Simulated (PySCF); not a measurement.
C₆H₆B₂F₂.
Bonds: B1–C2, C2–C3 (aromatic), C3–C4 (aromatic), C4–C5 (aromatic), C5–B6, B6–F7, B6–F8, C5–C9 (aromatic), C9–C10 (aromatic), C2–C10 (aromatic). Hydrogens: H11, H12 on B1; H13 on C3; H14 on C4; H15 on C9; H16 on C10.

Computed by this run: PBE0-D3(BJ)/def2-SVP geometry optimisation, gas phase in PySCF; density fitting, grid level 1; the optimiser is geomeTRIC in internal coordinates, started from a GFN2-xTB structure with every atom displaced at random (about 0.01 Å).

Step 0: E = -13085.0346 eV
```
atom  x, y, z in Å  |  force x, y, z in eV/Å
B1      3.0023   -0.2134   -0.0932   -2.234   1.049  -0.252
C2      1.4307   -0.0942   -0.0481    0.567  -0.245   0.014
C3      0.7378    1.0515   -0.5025    3.104  -0.015  -0.079
C4     -0.5846    1.1458   -0.4567   -4.185  -0.007   0.139
C5     -1.3968    0.0815    0.0316    0.656   0.331   0.138
B6     -2.9473    0.1899    0.0899    0.407  -0.098  -0.071
F7     -3.6043    1.2427   -0.3224   -0.079   0.777  -0.315
F8     -3.6960   -0.7792    0.5501   -0.185  -0.710   0.341
C9     -0.7283   -1.0517    0.5136   -0.868  -0.036  -0.293
C10     0.6468   -1.1428    0.4594    0.337   0.712  -0.245
H11     3.6013    0.7010   -0.5079    0.645   0.730  -0.375
H12     3.5248   -1.1530    0.2891    0.841  -1.540   0.594
H13     1.3034    1.8945   -0.8887    0.289   0.149  -0.104
H14    -1.1324    2.0381   -0.7979    0.376  -0.079  -0.014
H15    -1.3137   -1.8909    0.8817   -0.096  -0.160   0.174
H16     1.1373   -2.0220    0.8127    0.425  -0.857   0.346
```

Problem. Estimate the geometry and energy of step 1. (The exact step hangs on the optimiser's Hessian estimate; all steps are aligned on step 0, rigid shifts and turns removed.)

Solution. E = -13085.2851 eV, largest force 0.922 eV/Å
```
atom  x, y, z in Å  |  force x, y, z in eV/Å
B1      2.9669   -0.1741   -0.0774    0.154  -0.236   0.074
C2      1.4251   -0.0989   -0.0590    0.001   0.055   0.032
C3      0.7594    1.0513   -0.5193   -0.731   0.007  -0.016
C4     -0.6426    1.1425   -0.4770    0.916  -0.039   0.097
C5     -1.3975    0.0869    0.0461   -0.268  -0.108  -0.110
B6     -2.9488    0.1915    0.1103    0.025   0.066   0.009
F7     -3.5730    1.2838   -0.3035   -0.019  -0.182   0.061
F8     -3.6875   -0.7988    0.5843    0.026   0.137  -0.064
C9     -0.7437   -1.0755    0.4891    0.140   0.086   0.070
C10     0.6421   -1.1599    0.4415    0.033  -0.193   0.025
H11     3.6185    0.7587   -0.4873   -0.006  -0.002  -0.006
H12     3.5368   -1.1732    0.3278   -0.103   0.187  -0.077
H13     1.3379    1.8868   -0.9163    0.073   0.041  -0.017
H14    -1.1263    2.0494   -0.8341   -0.162   0.093  -0.044
H15    -1.3309   -1.9052    0.8876   -0.025  -0.026   0.002
H16     1.1446   -2.0677    0.7980   -0.054   0.113  -0.036
```

The energy changes by -0.2504 eV. The first-order estimate −F·Δx gives -0.6488 eV and the mean of the old and new forces, exact on a quadratic surface, -0.2696 eV. The step makes an angle of 54° with the force vector and moves no atom by more than 0.064 Å.

The cost below is that of the whole optimisation. On an Arm Neoverse N1 with one thread, shared host with 64 logical CPUs at a one-minute load of 24, this took 2.3 min and 0.69 GiB of memory at its peak.
